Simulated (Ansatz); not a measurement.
Gas-phase electronic energies from Ansatz, PBE0-D4/def2-TZVP geometries. CCSD(T)/CBS adds triple-zeta CCSD(T) − MP2 to the extrapolated MP2 energy (def2 sets, frozen cores). This one scheme is used for every species. Functionals use def2-TZVPP. B3LYP here is the variant with VWN-RPA as its local correlation; programs differ in this. For Zn outer-core shells are correlated without core-valence functions, which leaves a few kJ/mol of doubt a bond. Scalar relativity is left out up to krypton. One conformer a species, not always the lowest.

`OBO` + `C[O][Zn][F]` → `OB(O)[O][Zn][F]` + CH₄  (formal exchange of groups at a B–H bond)

| level | ΔE (kJ/mol) | difference from CCSD(T)/CBS |
| --- | --- | --- |
| PBE-D4 | -221.0 | 15.9 |
| r2SCAN-D4 | -237.5 | -0.6 |
| PBE0-D4 | -231.1 | 5.8 |
| B3LYP-D4 | -228.1 | 8.8 |
| ωB97X-V | -229.4 | 7.5 |
| ωB97M-V | -235.3 | 1.6 |
| B2PLYP | -231.4 | 5.5 |
| PBE | -218.7 | 18.2 |
| r2SCAN | -236.9 | 0.0 |
| PBE0 | -229.1 | 7.8 |
| B3LYP | -224.4 | 12.5 |
| HF/def2-TZVPP | -240.4 | -3.5 |
| MP2/def2-TZVPP | -241.5 | -4.6 |
| SCS-MP2/def2-TZVPP | -236.0 | 0.9 |
| CCSD/def2-TZVPP | -239.2 | -2.3 |
| CCSD(T)/def2-TZVPP | -238.7 | -1.8 |
| HF/def2-QZVPP | -239.7 | -2.8 |
| MP2/def2-QZVPP | -240.2 | -3.3 |
| SCS-MP2/def2-QZVPP | -235.1 | 1.8 |
| HF/CBS(def2) | -239.6 | -2.7 |
| MP2/CBS(def2) | -239.7 | -2.8 |
| CCSD/CBS(def2) | -237.4 | -0.5 |
| CCSD(T)/CBS | -236.9 | 0 |

Largest T1 diagnostic among the species: 0.017.

From PBE to PBE0 (25 % exact exchange), in def2-TZVPP and without D4, ΔE moves by −10.4 kJ/mol. The D4 term adds −3.6 kJ/mol with B3LYP and −2.0 kJ/mol with PBE0; it sums over pairs of atoms, weighted by their polarisabilities, and B3LYP, whose exchange is more repulsive, gets the larger term.
